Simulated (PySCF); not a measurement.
**Mayer bond orders and bond lengths**

Compound: C6H6O2S.
Atom-mapped SMILES: `[CH3:1][C:2](=[O:3])[O:4][c:5]1[cH:6][cH:7][s:8][cH:9]1` (hydrogens: H10, H11, H12 on C1; H13 on C6; H14 on C7; H15 on C9)

Geometry (GFN2-xTB, Å), atoms numbered from 1 in this order:
```xyz
15
C6H6O2S angstrom
C      2.7872   -0.7625   -0.2121
C      1.3625   -0.6130   -0.6772
O      0.9508   -0.9319   -1.7592
O      0.6234   -0.0554    0.2945
C     -0.7169    0.2273    0.1451
C     -1.4111    0.8002    1.2466
C     -2.7153    1.0262    0.9627
S     -3.1195    0.5501   -0.6386
C     -1.5111    0.0340   -0.9445
H      2.8192   -0.9471    0.8574
H      3.2654   -1.5697   -0.7585
H      3.3193    0.1639   -0.4221
H     -0.9357    1.0190    2.1843
H     -3.4703    1.4441    1.5973
H     -1.2523   -0.3771   -1.8978
```

Bond orders from the PBE0/pcSseg-1 density (PySCF). One conformer (not necessarily the lowest) at the GFN2-xTB geometry, without solvent, vibrations or thermal averaging.

Where do the orders between heavy atoms depart from those drawn in the SMILES?

The largest departure is 0.366, at S8–C9 (drawn aromatic, 1.134), counting aromatic bonds as 1.5. The bonds drawn aromatic range from 1.13 to 1.58.

Give the Mayer order of every bond, beside its length.

```csv
bond,drawn as,length (Å),Mayer order
C1–C2,single,1.506,1.018
C2–O3,double,1.201,1.967
C2–O4,single,1.342,1.044
O4–C5,single,1.378,0.911
C5–C6,aromatic,1.422,1.254
C6–C7,aromatic,1.354,1.585
C7–S8,aromatic,1.719,1.180
S8–C9,aromatic,1.717,1.134
C9–C5,aromatic,1.362,1.584
C1–H10,single,1.086,0.955
C1–H11,single,1.086,0.954
C1–H12,single,1.089,0.937
C6–H13,single,1.074,0.969
C7–H14,single,1.071,0.955
C9–H15,single,1.070,0.922
```

Bonds between the same two heavy elements. C–C: lowest C1–C2 (1.018, 1.506 Å), highest C6–C7 and C9–C5 (1.585, 1.354 Å). C–O: lowest O4–C5 (0.911, 1.378 Å), highest C2–O3 (1.967, 1.201 Å). C–S: lowest S8–C9 (1.134, 1.717 Å), highest C7–S8 (1.180, 1.719 Å). Bonds named together lie within 0.004.

Sum the orders of all bonds at each heavy atom with more than one neighbour and set the sums beside the valence in the SMILES.

C1 3.864 (drawn 4), C2 4.029 (drawn 4), O4 1.955 (drawn 2), C5 3.749 (drawn 4), C6 3.808 (drawn 4), C7 3.720 (drawn 4), S8 2.314 (drawn 2), C9 3.640 (drawn 4). Orders between atoms that aren't bonded are not in these sums.

Mayer orders depend on the basis set.
